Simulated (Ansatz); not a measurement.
A nudged elastic band was laid between two geometries of AlH₆NOSi (10 atoms, charge 0, multiplicity 1).

The calculation used RKS B3LYP-D4/def2-SVP in Ansatz 0.2.0.

* movable images: 8
* climbing image: no
* spring: 5.0 eV/Å²
* optimiser: quadratic models (default)
* start path: through a guess of the saddle point
* force threshold: 0.05 eV/Å
* iteration limit: 60
* end points: relaxed

Image 0:

```xyz
10
Properties=species:S:1:pos:R:3
Al -0.529 0.373 0.223
Si 1.562 -0.895 0.074
N -1.532 0.597 -1.218
H -1.311 0.252 -2.146
O -1.140 1.071 1.657
H 1.355 -2.344 0.390
H 2.147 -0.827 -1.303
H 2.602 -0.389 1.026
H -2.419 1.092 -1.231
H -0.736 1.069 2.528
```

Image 9:

```xyz
10
Properties=species:S:1:pos:R:3
Al -1.239 0.688 0.002
Si 1.567 -0.900 -0.182
N -2.489 1.343 -0.874
H 0.324 -0.282 -0.828
O -0.473 0.361 1.492
H 1.144 -2.003 0.713
H 2.340 -1.429 -1.340
H 2.326 0.170 0.508
H -2.731 1.415 -1.856
H -0.769 0.636 2.365
```

What changes between the two ends?

Bonds broken: Al1–Si2, N3–H4. Bonds formed: Si2–H4. AlH6NOSi becomes AlH2NO + H4Si.

Give the energies along the band, and the barrier.

The run converged. The highest image is number 5 of 0 to 9, 3.44 eV above the first end and 0.56 eV above the last; the last end lies 2.88 eV above the first. Neighbouring images differ by up to 1.8 eV, so the band resolves the path poorly. No image climbed, so the highest image needn't sit at the top of the path. The orbitals stay closed-shell, which can raise the energy where a bond breaks towards radicals; this wasn't checked here.

| image | path coordinate (Å) | energy (eV) | Al1–Si2 (Å) | N3–H4 (Å) | Si2–H4 (Å) |
| --- | --- | --- | --- | --- | --- |
| 0 | 0.00 | 0.00 | 2.45 | 1.02 | 3.81 |
| 1 | 0.68 | 0.00 | 2.45 | 1.01 | 3.82 |
| 2 | 1.36 | 0.07 | 2.43 | 1.02 | 3.33 |
| 3 | 2.04 | 0.43 | 2.43 | 1.02 | 2.82 |
| 4 | 2.72 | 1.64 | 2.54 | 1.09 | 2.26 |
| 5 | 3.40 | 3.44 | 2.79 | 1.65 | 1.67 |
| 6 | 4.08 | 3.08 | 3.17 | 2.18 | 1.51 |
| 7 | 4.76 | 2.95 | 3.20 | 2.54 | 1.51 |
| 8 | 5.44 | 2.94 | 3.21 | 2.81 | 1.52 |
| 9 | 6.12 | 2.88 | 3.23 | 3.25 | 1.53 |

What is the geometry of the highest image?


```xyz
10
Properties=species:S:1:pos:R:3
Al -1.118 0.507 0.357
Si 1.277 -0.774 -0.279
N -1.496 0.693 -1.271
H -0.046 -0.053 -0.999
O -1.032 0.503 2.046
H 1.030 -2.012 0.515
H 1.951 -1.144 -1.557
H 2.176 0.135 0.493
H -2.187 1.040 -1.929
H -0.555 1.107 2.623
```

Run time: 12 min on 2 threads of Arm Neoverse V1 (shared host), peak memory 0.19 GiB.
